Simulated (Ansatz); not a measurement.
Constitutional and geometric isomers with formula C2H5N. Isolated molecules, 0 K electronic values unless said otherwise. One relaxed conformer stands for each flexible species; it need not be the lowest. Strings in code marks are SMILES.

Quantity: electronic energy of isomers of C2H5N relative to `[H]/N=C/C`, in eV.

Case: `C=NC`. Geometry of `N(=C)C` (neutral, multiplicity 1, Å):

```xyz
8

C      1.2533    -0.3514    -0.0941
N      0.2536     0.0667    -0.7349
C     -0.9798     0.2909    -0.0106
H      1.2370    -0.5544     0.9856
H      2.1907    -0.5269    -0.6183
H     -1.7678    -0.3210    -0.4547
H     -1.2792     1.3338    -0.1350
H     -0.9077     0.0624     1.0619
```

**Question.** Estimate the electronic energy of isomers of C2H5N relative to `[H]/N=C/C` that composite: frozen-core CCSD(T) with HF/cc-pVQZ and the correlation energy extrapolated as X^-3 from cc-pVTZ and cc-pVQZ, plus CCSDT(Q) minus CCSD(T) in cc-pVDZ // B3LYP-D3(BJ)/def2-TZVP (Ansatz, an electronic-structure program) returns for this input.

**Answer.** 0.415 eV.
